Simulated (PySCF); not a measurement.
An unknown shows these calculated signals:

$^{1}$H NMR (600 MHz, computed): δ 4.00 (s, 3H), 3.51 (s, 3H), 1.59 (s, 3H), 1.30 (m, 1H), 1.28 (m, 1H).

$^{13}$C{$^{1}$H} NMR (computed): δ 173.8 (C), 73.6 (C), 56.6 (CH3), 28.0 (CH2), 23.4 (C), 15.0 (CH3).

PySCF calculation with coordinates at the GFN2-xTB level and shielding tensors at PBE0/pcSseg-1 (GIAO); one computed conformer, rapidly exchanging positions averaged, gas phase, non-relativistic.

Referencing at the same level of theory: $^{1}$H and $^{13}$C vs TMS.

Q: Which of these does the molecule contain: a methoxy group, an OH group, a Si–H bond, a three-membered ring, an S-methyl group, a Si–CH3 group?

A: 
- A methoxy group: yes (δC 56.6; δH 3.51 (s)).
- An OH group: no.
- A Si–H bond: yes (δH 4.00 (s)).
- A three-membered ring: yes.
- An S-methyl group: no.
- A Si–CH3 group: no.

The data belong to `CO[C@@]1(C)C[C@]1([SiH3])C(=O)F`, C6H11FO2Si; they needn't prove each group on their own.

Carbon signals by region: 1 in the far downfield region (above 160 ppm), 2 at 50–100 ppm, 3 below 50 ppm. Above 160 ppm: 173.8, carbonyl carbon.

Splittings by $^{19}$F in the carbon and heteronuclear signals aren't shown, as no couplings were computed. Shifts are as computed. Against solution values, carbons near 30 ppm lie about +3 ppm off and those near 130 ppm about +5 ppm. Of 1211 compounds with measured shifts, 218 miss one by over three times the rms of a fit or turn the order of signals round; such compounds aren't used in these exercises. Multiplicities follow the n + 1 count of equivalent neighbours, as no J values were calculated; m marks all less simple cases, F and P coupling included.
